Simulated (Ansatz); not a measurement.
`[F][GeH2][Cl]` + `BO` → `B[O][GeH2][F]` + HCl at 600 K and 1 bar (ligand exchange at a Ge–Cl bond).

Calculated with Ansatz (gas phase, PBE0-D4/def2-TZVP geometries, no zero-point term in ΔE). CCSD(T)/CBS is the MP2 limit (def2-TZVPP, def2-QZVPP) plus CCSD(T) − MP2 in def2-TZVPP, frozen cores. This one scheme is used for every species. For Ge outer-core shells are correlated without core-valence functions, which leaves a few kJ/mol of doubt a bond. Scalar relativity is left out up to krypton. One conformer a species, not always the lowest.

```csv
species,CCSD(T)/CBS energy (Eh),H − E (kJ/mol),S (J/(mol·K))
`[F][GeH2][Cl]`,-2636.95386,88.0,347.0
`BO`,-101.80414,119.7,267.1
`B[O][GeH2][F]`,-2278.36226,166.6,402.6
HCl,-460.38127,35.4,207.2
```

H − E and S are ideal-gas, rigid-rotor, harmonic terms from PBE0-D4/def2-TZVP, for one conformer and one mirror image of each species. 1 Eh = 2625.50 kJ/mol, R = 8.31446 J/(mol·K).

Q: By hand: ΔE, ΔH, ΔS and ΔG.

A: ΔE = (-2278.36226) + (-460.38127) − (-2636.95386) − (-101.80414) = 0.01447 Eh = 38.0 kJ/mol. Δ(H − E) = 166.6 + 35.4 − 88.0 − 119.7 = -5.7, so ΔH = 32.3 kJ/mol. ΔS = 402.6 + 207.2 − 347.0 − 267.1 = -4.3 J/(mol·K). ΔG = 32.3 − 600 × (-4.3)/1000 = 34.9 kJ/mol.

Q: By hand: the equilibrium constant, and the temperature at which ΔG would vanish if ΔH and ΔS stayed fixed.

A: log₁₀ K = −ΔG/(RT ln 10) = -3.0. ΔH and −TΔS have one sign here, so there is no such temperature.

The number of gas molecules stays the same, so ΔS is small and ΔH decides. A doubt of 5 kJ/mol in ΔE shifts log₁₀ K by 0.4 here. Other conformers and mirror images would add mixing entropy, several J/(mol·K) or more a flexible species. Modes under 60 cm⁻¹, often nearly free rotors, make the harmonic entropy too high. These are equilibria of isolated gas molecules and say nothing of rates. Largest T1 diagnostic: 0.014 (customary marks: 0.02 for closed shells, 0.045 for open ones).

ΔS is within the doubt of such terms, so its sign, and with it that verdict, could turn.
